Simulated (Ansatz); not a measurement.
A run for Ansatz (a quantum-chemistry and plane-wave program): U-r2SCAN/cc-pV(T+d)Z on C2H6O3Si (SMILES C=C[Si](O)(O)O), a point of a bond scan (R = 2.034 Å). Files ending in .json are basis or fitting sets from the Basis Set Exchange.

Ansatz 0.2 input:
```yaml
crystal:
  periodic: [false, false, false]
  atoms:
    - {symbol: C, position_ang: [2.35620708, -0.83697124, 0.76462456]}
    - {symbol: C, position_ang: [1.63226727, -0.42045284, -0.27277847]}
    - {symbol: Si, position_ang: [-0.32412833, 0.12082142, -0.13970406]}
    - {symbol: O, position_ang: [-0.95966322, -0.34974084, 1.30630818]}
    - {symbol: O, position_ang: [-0.57978416, 1.74045579, -0.21515797]}
    - {symbol: O, position_ang: [-1.05942974, -0.54669044, -1.44193311]}
    - {symbol: H, position_ang: [1.93127376, -0.92189667, 1.75938288]}
    - {symbol: H, position_ang: [3.40298276, -1.10661956, 0.67185852]}
    - {symbol: H, position_ang: [2.11923723, -0.35307695, -1.24266601]}
    - {symbol: H, position_ang: [-0.93814495, -1.28535819, 1.52139474]}
    - {symbol: H, position_ang: [-0.52498699, 2.23629196, 0.60551097]}
    - {symbol: H, position_ang: [-1.92458192, -0.20659331, -1.68590263]}
basis:
  gaussian:
    orbitals: cc-pV_T+d_Z.json
hamiltonian:
  xc: {name: r2SCAN}
magnetization: {spin_polarized: true, initial_magnetization: 0}
```

The log:

```
WARN ansatz: RAYON_NUM_THREADS=4 ignored (pool sized by the plan → 4); use --threads N
Functional definition: r2SCAN
integrals: 0.23 GiB planned
1487 factors; their error is unknown
mean field: 1.94 GiB planned
mean field evaluation 1: about -16175.2228 eV, gradient 7.2e1 eV
mean field evaluation 2: about -16150.4310 eV, gradient 1.1e2 eV
mean field evaluation 4: about -16192.8789 eV, gradient 5.7e0 eV
mean field evaluation 8: about -16193.0417 eV, gradient 2.0e-1 eV
mean field evaluation 16: about -16193.0104 eV, gradient 4.8e-4 eV
mean field -16193.01041752 eV, -595.0821568273 hartree, gradient 2.5e-5 eV, S^2 0.000000; 0 other end points of the search recorded, 0 dependent functions left out
reference -16193.01043140 eV, -595.0821573371 hartree; 28, 28 occupied and 245, 245 virtual orbitals, 1487 factors
Total energy: -16193.01043140 eV, -595.0821573371 hartree
```

The calculation finished and met its thresholds.

Cost: very roughly 21 core-seconds.
